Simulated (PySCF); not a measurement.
AlFCl2, SMILES [F][Al]([Cl])[Cl]. Coordinates come from a PBE0-D3(BJ)/def2-SVP optimisation.

Computed equilibrium geometry at PBE0-D3(BJ)/def2-SVP (PySCF confirms it by a frequency run) as bond lengths and angles, and its point group:
point group C2v.
Atoms: Al1 F2 Cl3 Cl4. Bonds (Å): Al1–F2 1.650, Al1–Cl3 2.072, Al1–Cl4 2.072. Bond angles (°): F2–Al1–Cl3 119.2, F2–Al1–Cl4 119.2, Cl3–Al1–Cl4 121.7.
Charge 0, spin multiplicity 1.
